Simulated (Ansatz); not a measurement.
`CNC(C)F` + `[NH2][Al]([NH2])[OH]` → `C[O][Al]([NH2])[NH2]` + `CC(N)F`  (substitution at a C–N bond)

Computed with Ansatz on PBE0-D4/def2-TZVP structures; ΔE is electronic, products minus reactants. CCSD(T)/CBS adds triple-zeta CCSD(T) − MP2 to the extrapolated MP2 energy (def2 sets, frozen cores). This one scheme is used for every species. One conformer a species, not always the lowest.

`CNC(C)F`:

Z-matrix (Å, degrees):
```
C
N 1 1.449
H 1 1.091 2 109.4
H 1 1.096 2 113.8 3 -121.9
H 1 1.093 2 109.1 3 117.4
C 2 1.403 1 116.1 3 -175.5
H 2 1.012 1 112.1 3 55.2
F 6 1.421 2 111.9 1 -60.4
C 6 1.505 2 112.5 1 179.0
H 6 1.095 2 108.8 1 54.4
H 9 1.093 6 110.1 2 57.6
H 9 1.090 6 110.2 2 177.0
H 9 1.090 6 110.2 2 -62.4
```

`[NH2][Al]([NH2])[OH]`:

```xyz
9

N    -0.735   -1.487   -0.430
Al    0.135    0.033   -0.229
N    -0.001    0.980    1.258
O     1.102    0.532   -1.532
H    -1.346   -1.911    0.247
H    -0.683   -2.053   -1.259
H    -0.560    0.722    2.054
H     0.466    1.853    1.434
H     1.622    1.332   -1.544
```

`C[O][Al]([NH2])[NH2]`:

Cartesian coordinates in Å:
```
C -0.104 1.308 -1.740
O 0.613 0.602 -0.779
Al 0.230 -0.393 0.529
N -1.452 -0.727 0.957
N 1.576 -1.077 1.440
H 0.220 1.018 -2.746
H -1.187 1.135 -1.680
H 0.066 2.386 -1.633
H -1.752 -1.318 1.713
H -2.251 -0.348 0.479
H 1.498 -1.676 2.243
H 2.542 -0.911 1.216
```

`CC(N)F`:

Cartesian coordinates in Å:
```
C 0.227 -0.095 -1.122
C 0.272 -0.252 0.374
N -0.934 0.141 0.987
F 1.373 0.503 0.844
H 0.006 0.944 -1.383
H -0.548 -0.735 -1.544
H 1.189 -0.361 -1.559
H 0.499 -1.283 0.664
H -1.185 1.092 0.749
H -0.900 0.046 1.992
```

| level | ΔE (kJ/mol) |
| --- | --- |
| CCSD/def2-TZVPP | 30.7 |
| CCSD/CBS(def2) | 32.8 |

Problem. What does CCSD(T)/CBS give? (Best estimate.)

Solution. The calculation gave: +34.0 kJ/mol. The listed levels differ from it by -3.3, -1.2 kJ/mol.

Largest T1 diagnostic among the species: 0.010.

In def2-TZVPP, CCSD(T) changes the Hartree–Fock value by +10.8 kJ/mol (the triples alone add +1.2 kJ/mol) and MP2 by +14.7 kJ/mol.
